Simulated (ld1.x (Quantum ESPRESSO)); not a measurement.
# What one change does to a pseudopotential (C, RRKJ)

```
Element                 : C
Generator               : ld1.x (Quantum ESPRESSO) 7.5
Type                    : norm-conserving RRKJ (Kleinman–Bylander form)
Functional              : LDA (PZ)
Relativity              : scalar-relativistic
Frozen core             : [He]
Valence charge          : 4
Reference configuration : 2s2 2p2
Partial waves           : 2s (bound): rc 1.00 bohr; 2p (bound): rc 2.95 bohr
Local potential         : the p channel
Core correction         : none
rho0                    : 0.01
```

All-electron outer shells of the reference configuration (LDA (PZ), scalar-relativistic, ld1.x):

| shell | level (eV) | outermost node (bohr) | outermost maximum (bohr) |
| --- | --- | --- | --- |
| 1s | -270.81 | – | 0.18 |
| 2s | -13.64 | 0.38 | 1.22 |
| 2p | -5.42 | – | 1.19 |

Change: local potential the s channel.

Cutoffs: the cutoffs (Ry, on a coarse ladder) from which the occupation-weighted sum of valence levels, in a spherical-Bessel basis at the reference potential, stays within 10 and 1 mRy of its value at 400 Ry; they do not see the model core or the augmentation charge, which bear on the density cutoff. Errors are all-electron minus pseudo energies relative to the spin-unpolarised reference configuration.

**Question.** What does the change do?

**Answer.** The potential gets softer (50 Ry and 90 Ry → 35 Ry and 90 Ry); of the 9 tests that both files solve, the error grows in 8 and shrinks in 1 by more than 15 % and 0.3 meV (median size 88.0 → 154.7 meV); the range in which the s phases agree widens (upper end 0.1 → 4.7); neither file shows a bound ghost.

| quantity | base | changed |
| --- | --- | --- |
| cutoff, loose | 50 Ry | 35 Ry |
| cutoff, tight | 90 Ry | 90 Ry |
| loose cutoff by channel (10 mRy a level) | s 40 Ry, p 15 Ry | p 12 Ry, s 30 Ry |
| bound ghosts | none | none |
| error for 2s2 2p1, meV [ΔE 10.99 eV] | +104 | +187 |
| error for 2s2 2p0, meV [ΔE 35.25 eV] | +1034 | +1444 |
| error for 2s1 2p0, meV [ΔE 83.22 eV] | +2111 | +2810 |
| error for 2s0 2p4, meV [ΔE 16.52 eV] | -88 | -155 |
| error for 2s2 2p1.5, meV [ΔE 4.03 eV] | +11 | +29 |
| error for 2s2 2p2.3, meV [ΔE -1.20 eV] | -0.8 | +3.5 |
| error for 2s1 2p3, meV [ΔE 8.24 eV] | -23 | -41 |
| error for 2s2 2p2 (spin-polarised), meV [ΔE -1.13 eV] | +18 | -4.1 |
| error for 2s2 2p1 (spin-polarised), meV [ΔE 10.59 eV] | +95 | +170 |
| s: phases at 3.20 bohr within 0.05 rad from the reference energy up to (Ry; the scan ends near 5) | 0.1 | 4.7 |
| p: phases at 3.20 bohr within 0.05 rad from the reference energy up to (Ry; the scan ends near 5) | 0.3 | 0.5 |
